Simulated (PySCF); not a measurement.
C$_{4}$H$_{12}$N (SMILES C[N+](C)(C)C), charge +1, singlet, geometry from GFN2-xTB; B3LYP/3-21G (PySCF).

PySCF was given this input:
```python
from pyscf import gto, scf, dft

mol = gto.Mole()
mol.atom = '''
    C    -0.253427   -0.622842   -1.311803
    N     0.000000    0.000000    0.000000
    C     0.069351    1.464142   -0.156408
    C    -1.093571   -0.343916    0.926720
    C     1.277647   -0.497384    0.541491
    H    -1.194908   -0.264612   -1.724653
    H    -0.307283   -1.705567   -1.211971
    H     0.547009   -0.377351   -2.007645
    H     0.256317    1.938503    0.805458
    H    -0.868423    1.846340   -0.555988
    H     0.873494    1.733601   -0.838981
    H    -2.044701    0.017517    0.539579
    H    -1.157076   -1.423437    1.052261
    H    -0.919961    0.109679    1.901025
    H     1.241374   -1.578668    0.662609
    H     2.095667   -0.250453   -0.133066
    H     1.478490   -0.045551    1.511372
'''
mol.basis = '3-21g'
mol.charge = 1
mol.spin = 0
mol.verbose = 4
mol.build()

mf = dft.RKS(mol)
mf.xc = 'b3lyp'
mf.kernel()
```

It wrote (shortened):

```
PySCF version 2.14.0

[INPUT] verbose = 4
[INPUT] num. atoms = 17
[INPUT] num. electrons = 42
[INPUT] charge = 1
[INPUT] spin (= nelec alpha-beta = 2S) = 0
[INPUT] symmetry False subgroup None
[INPUT] Mole.unit = angstrom
[INPUT] Symbol           X                Y                Z      unit          X                Y                Z       unit  Magmom
[INPUT]  1 C     -0.253427000000  -0.622842000000  -1.311803000000 AA   -0.478907622570  -1.177000798876  -2.478948399383 Bohr   0.0
[INPUT]  2 N      0.000000000000   0.000000000000   0.000000000000 AA    0.000000000000   0.000000000000   0.000000000000 Bohr   0.0
[INPUT]  3 C      0.069351000000   1.464142000000  -0.156408000000 AA    0.131054396465   2.766827387473  -0.295568283691 Bohr   0.0
[INPUT]  4 C     -1.093571000000  -0.343916000000   0.926720000000 AA   -2.066549687767  -0.649907049856   1.751246994157 Bohr   0.0
[INPUT]  5 C      1.277647000000  -0.497384000000   0.541491000000 AA    2.414402913872  -0.939919538741   1.023269688917 Bohr   0.0
[INPUT]  6 H     -1.194908000000  -0.264612000000  -1.724653000000 AA   -2.258048864052  -0.500044209273  -3.259121829910 Bohr   0.0
[INPUT]  7 H     -0.307283000000  -1.705567000000  -1.211971000000 AA   -0.580680712735  -3.223054517096  -2.290293260915 Bohr   0.0
[INPUT]  8 H      0.547009000000  -0.377351000000  -2.007645000000 AA    1.033697197672  -0.713090042831  -3.793899205352 Bohr   0.0
[INPUT]  9 H      0.256317000000   1.938503000000   0.805458000000 AA    0.484368931070   3.663239761648   1.522095024840 Bohr   0.0
[INPUT] 10 H     -0.868423000000   1.846340000000  -0.555988000000 AA   -1.641081630273   3.489076932829  -1.050665048545 Bohr   0.0
[INPUT] 11 H      0.873494000000   1.733601000000  -0.838981000000 AA    1.650664431451   3.276031099272  -1.585444313714 Bohr   0.0
[INPUT] 12 H     -2.044701000000   0.017517000000   0.539579000000 AA   -3.863924896624   0.033102332524   1.019656532567 Bohr   0.0
[INPUT] 13 H     -1.157076000000  -1.423437000000   1.052261000000 AA   -2.186556745307  -2.689906085573   1.988485101561 Bohr   0.0
[INPUT] 14 H     -0.919961000000   0.109679000000   1.901025000000 AA   -1.738474335281   0.207263271616   3.592416605951 Bohr   0.0
[INPUT] 15 H      1.241374000000  -1.578668000000   0.662609000000 AA    2.345856878156  -2.983250161615   1.252149537672 Bohr   0.0
[INPUT] 16 H      2.095667000000  -0.250453000000  -0.133066000000 AA    3.960236678289  -0.473287577076  -0.251458296491 Bohr   0.0
[INPUT] 17 H      1.478490000000  -0.045551000000   1.511372000000 AA    2.793941177908  -0.086078914700   2.856079152336 Bohr   0.0

nuclear repulsion = 216.388243973864
number of shells = 49
number of NR pGTOs = 111
number of NR cGTOs = 69
basis = 3-21g
ecp = {}

******** <class 'pyscf.dft.rks.RKS'> ********
method = RKS
initial guess = minao
damping factor = 0
level_shift factor = 0
DIIS = <class 'pyscf.scf.diis.CDIIS'>
diis_start_cycle = 1
diis_space = 8
diis_damp = 0
SCF conv_tol = 1e-09
SCF conv_tol_grad = None
SCF max_cycles = 50
direct_scf = True
direct_scf_tol = 1e-13
XC library pyscf.dft.libxc version 7.1.2
    S. Lehtola, C. Steigemann, M. J. T. Oliveira, and M. A. L. Marques,  SoftwareX 7, 1–5 (2018)
XC functionals = b3lyp
    P. J. Stephens, F. J. Devlin, C. F. Chabalowski, and M. J. Frisch,  J. Phys. Chem. 98, 11623 (1994)
radial grids:
    Treutler-Ahlrichs [JCP 102, 346 (1995); DOI:10.1063/1.469408] (M4) radial grids

becke partition: Becke, JCP 88, 2547 (1988); DOI:10.1063/1.454033
pruning grids: <function nwchem_prune>
grids dens level: 3
symmetrized grids: False
atomic radii adjust function: <function treutler_atomic_radii_adjust>
small_rho_cutoff = 0
Set gradient conv threshold to 3.16228e-05
Initial guess from minao.
tot grids = 188072
init E= -213.474474543272
  HOMO = -0.404423686103117  LUMO = 0.0196563107792378  gap/eV = 11.53980
cycle= 1 E= -212.970989702047  delta_E= 0.503  |g|= 0.406  |ddm|= 3.35
  HOMO = -0.579039028112939  LUMO = -0.127475853202843  gap/eV = 12.28766
cycle= 2 E= -212.936180140944  delta_E= 0.0348  |g|= 0.616  |ddm|= 0.901
  HOMO = -0.578499479051495  LUMO = -0.113710004884936  gap/eV = 12.64757
cycle= 3 E= -213.008972769348  delta_E= -0.0728  |g|= 0.0237  |ddm|= 0.44
  HOMO = -0.580758434514939  LUMO = -0.114790869375786  gap/eV = 12.67962
cycle= 4 E= -213.00906832746  delta_E= -9.56e-05  |g|= 0.0139  |ddm|= 0.0295
  HOMO = -0.579059345136423  LUMO = -0.113449858051208  gap/eV = 12.66988
cycle= 5 E= -213.00911696256  delta_E= -4.86e-05  |g|= 0.00168  |ddm|= 0.0169
  HOMO = -0.579233898014107  LUMO = -0.113590764768502  gap/eV = 12.67080
cycle= 6 E= -213.009117821641  delta_E= -8.59e-07  |g|= 4.1e-05  |ddm|= 0.00262
  HOMO = -0.5792420274698  LUMO = -0.113596680611819  gap/eV = 12.67086
cycle= 7 E= -213.009117822047  delta_E= -4.06e-10  |g|= 2.39e-06  |ddm|= 4.99e-05
  HOMO = -0.57924110412004  LUMO = -0.113595935333813  gap/eV = 12.67085
Extra cycle  E= -213.009117822048  delta_E= -1.08e-12  |g|= 2.66e-06  |ddm|= 7.23e-06
converged SCF energy = -213.009117822048
```
